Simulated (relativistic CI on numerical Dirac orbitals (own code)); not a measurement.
## Co4+ in a cubic cluster: 3s photoemission with charge transfer

Computed with a charge-transfer multiplet model of a cubic metal-ligand cluster with up to 2 ligand holes, Slater and spin-orbit integrals from Dirac-Coulomb-Breit ions, Slater integrals scaled by 0.8. The parameters are those of a tetrahedral site (10Dq negative, t2 hopping the larger). The ground state mixes d5 with configurations of k ligand holes L, whose averages lie at kΔ + k(k − 1)U_dd/2; a core hole lowers each added d electron by U_cd. 300 K, Lorentzian 1.4 eV and Gaussian 0.8 eV FWHM.

Atomic integrals in eV (Slater integrals scaled, ζ unscaled), ground: F2dd 10.866, F4dd 6.824, zeta_d 0.080; with the core hole: F2dd 11.602, F4dd 7.319, zeta_d 0.090, G2cd 11.207.

Cluster parameters (eV): U_dd = 6.1, U_cd = 7, 10Dq = -0.35, 10Dq(ligand) = 0, V(eg) = 1.48, V(t2g) = -2.51, final-state hopping factor = 0.8.

```csv
Case,n_d,d5,d6L,d7L2,S
Δ = 1.4 eV,5.46,0.59,0.37,0.04,2.50
Δ = 3.4 eV,5.33,0.70,0.28,0.02,2.50
Δ = 4.4 eV,5.28,0.74,0.24,0.02,2.50
```

Weights, n_d and S are thermal averages at 300 K. Binding energies count from the first peak over 30 % of the highest in each spectrum, which can be another peak from case to case. The parameters are a model scan and need not match a compound or its usual spin state. Peaks in eV (height, largest 100):
- Δ = 1.4 eV: 0.0 (100), 7.2 (21), 11.4 (48), 18.5 (16), 19.2 (15)
- Δ = 3.4 eV: 0.0 (100), 6.8 (16), 11.6 (45), 18.8 (20)
- Δ = 4.4 eV: 0.0 (100), 3.9 (8), 6.8 (13), 11.8 (50), 18.8 (18)

Curve for Δ = 3.4 eV (points under 2 left out, the grid thinned):

```json
{"E (eV)": "-3.2", "Intensity": "5.8"}
{"E (eV)": "-2.6", "Intensity": "8.6"}
{"E (eV)": "-2.0", "Intensity": "14.0"}
{"E (eV)": "-1.5", "Intensity": "23.3"}
{"E (eV)": "-0.9", "Intensity": "49.0"}
{"E (eV)": "-0.3", "Intensity": "90.6"}
{"E (eV)": "0.2", "Intensity": "96.3"}
{"E (eV)": "0.8", "Intensity": "57.0"}
{"E (eV)": "1.4", "Intensity": "27.3"}
{"E (eV)": "2.0", "Intensity": "15.2"}
{"E (eV)": "2.6", "Intensity": "10.5"}
{"E (eV)": "3.1", "Intensity": "9.3"}
{"E (eV)": "3.7", "Intensity": "8.9"}
{"E (eV)": "4.3", "Intensity": "7.4"}
{"E (eV)": "4.8", "Intensity": "6.4"}
{"E (eV)": "5.4", "Intensity": "6.9"}
{"E (eV)": "6.0", "Intensity": "10.2"}
{"E (eV)": "6.6", "Intensity": "15.5"}
{"E (eV)": "7.2", "Intensity": "14.6"}
{"E (eV)": "7.7", "Intensity": "10.2"}
{"E (eV)": "8.3", "Intensity": "7.2"}
{"E (eV)": "8.9", "Intensity": "7.0"}
{"E (eV)": "9.4", "Intensity": "8.5"}
{"E (eV)": "10.0", "Intensity": "13.5"}
{"E (eV)": "10.6", "Intensity": "25.5"}
{"E (eV)": "11.2", "Intensity": "41.5"}
{"E (eV)": "11.8", "Intensity": "44.1"}
{"E (eV)": "12.3", "Intensity": "37.0"}
{"E (eV)": "12.9", "Intensity": "23.9"}
{"E (eV)": "13.5", "Intensity": "13.8"}
{"E (eV)": "14.0", "Intensity": "9.3"}
{"E (eV)": "14.6", "Intensity": "6.5"}
{"E (eV)": "15.2", "Intensity": "4.8"}
{"E (eV)": "15.8", "Intensity": "4.0"}
{"E (eV)": "16.4", "Intensity": "4.0"}
{"E (eV)": "16.9", "Intensity": "4.8"}
{"E (eV)": "17.5", "Intensity": "7.5"}
{"E (eV)": "18.1", "Intensity": "14.0"}
{"E (eV)": "18.6", "Intensity": "19.7"}
{"E (eV)": "19.2", "Intensity": "16.7"}
{"E (eV)": "19.8", "Intensity": "9.2"}
{"E (eV)": "20.4", "Intensity": "5.3"}
{"E (eV)": "21.0", "Intensity": "3.8"}
{"E (eV)": "21.5", "Intensity": "3.0"}
{"E (eV)": "22.1", "Intensity": "2.0"}
```

For the case Δ = 1.4 eV, Δ = 1.4 eV is smaller than U_dd = 6.1 eV, the charge-transfer side of the Zaanen-Sawatzky-Allen scheme. With the core hole the configuration with one ligand hole lies at Δ − U_cd = -5.6, -3.6, -2.6 eV from the one without, in the order of the table; where this is negative the screened configuration lies lower, though the effective hopping of about 3.7 eV (from the holes of the mixed ground state) mixes the two strongly wherever it is as large as the gap.

Without intra-shell correlation the exchange splitting of the 3s hole comes out too large.
